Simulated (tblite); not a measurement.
FOS (SMILES O=[S]F), doublet, geometry from GFN2-xTB; tblite with IPEA1-xTB.

The tblite input:
```
$ tblite run mol.xyz --method ipea1 --charge 0 --spin 1 --json tblite.json --no-restart

# file mol.xyz
3

O     -1.19502904    -0.51179322     0.02875724
S     -0.14028508     0.46479902     0.00071897
F      1.31164375    -0.37138205    -0.02684017
```

Output, abridged:

```
xTB calculator
 | screened Coulomb repulsion
 | Coulomb electrostatics
 |  * isotropic Klopman-Ohno-Mataga-Nishimoto electrostatics
 |  * onsite third-order electrostatics
 | DFT-D3(BJ) dispersion correction

halogen bonding energy    0.0000000000000E+00 Eh
repulsion energy          3.3957046671870E-02 Eh
dispersion energy        -4.3215426616267E-04 Eh
number of electrons       1.9000000000000E+01 e
integral cutoff           4.0000000000000E+01 bohr

------------------------------------------------------------
  cycle        total energy    energy error   density error
------------------------------------------------------------
      1     -13.50723357690  -1.3540758E+01   6.3500226E-01
      2     -13.57029829958  -6.3064723E-02   3.4147282E-01
      3     -13.68194971053  -1.1165141E-01   3.1103768E-01
      4     -13.77644687359  -9.4497163E-02   4.7932313E-02
      5     -13.77710758743  -6.6071385E-04   4.4137062E-03
      6     -13.77707483808   3.2749355E-05   5.4681467E-03
      7     -13.77711104298  -3.6204904E-05   1.8436423E-03
      8     -13.77711654196  -5.4989729E-06   4.7338676E-05
      9     -13.77711654413  -2.1745095E-09   2.0070181E-05
     10     -13.77711654448  -3.5194603E-10   2.9203735E-06
------------------------------------------------------------

electronic energy        -1.3810641436888E+01 Eh
total energy             -1.3777116544483E+01 Eh

Post processing:
 | Mayer-Wiberg bond orders

[Info] JSON dump of results written to 'tblite.json'
```
